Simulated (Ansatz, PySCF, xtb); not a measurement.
Process, species as SMILES: [SiH3]c1ccc[nH]1 [1H-pyrrol-2-ylsilane] + 5 C (CH4) + N (NH3) -> 2 C=C (C2H4) [ethene] + CC (C2H6) + 2 CN (CH5N) [methanamine] + C[SiH3] [methylsilane]
Each molecule is optimised on its own at B3LYP-D3(BJ)/def2-TZVP (Ansatz, a first-principles code). Frequencies are from Ansatz or PySCF.

Property: bond separation energy (0 K, with B3LYP-D3(BJ) harmonic zero-point energies), in kcal/mol. Correlated levels leave the core frozen unless marked. Spin-orbit coupling is left out. No relativistic terms. CBS marks a two-point X^-3 extrapolation of the correlation energy; Hartree-Fock from the larger set. [CCSD(T)-MP2]/basis is that difference in the basis named.

```json
[
 {"level": "GFN2-xTB", "program": "xtb", "bond separation energy (kcal/mol)": "69.2", "minus last row": "12.4"},
 {"level": "HF/6-31G*", "program": "Ansatz", "bond separation energy (kcal/mol)": "48.4", "minus last row": "-8.4"},
 {"level": "B3LYP-D3(BJ)/def2-TZVPD", "program": "Ansatz + dftd3", "bond separation energy (kcal/mol)": "57.8", "minus last row": "1.0"},
 {"level": "MP2/6-31G*", "program": "Ansatz", "bond separation energy (kcal/mol)": "68.0", "minus last row": "11.2"},
 {"level": "RI-MP2/cc-pV(T+d)Z", "program": "Ansatz", "bond separation energy (kcal/mol)": "66.8", "minus last row": "10.0"},
 {"level": "SCS-MP2/cc-pV(T+d)Z", "program": "Ansatz", "bond separation energy (kcal/mol)": "59.8", "minus last row": "3.0"},
 {"level": "RI-MP2/CBS(cc-pV(T+d)Z,cc-pV(Q+d)Z)+[CCSD(T)-MP2]/cc-pV(T+d)Z", "program": "Ansatz", "bond separation energy (kcal/mol)": "56.8", "minus last row": "0.0"}
]
```
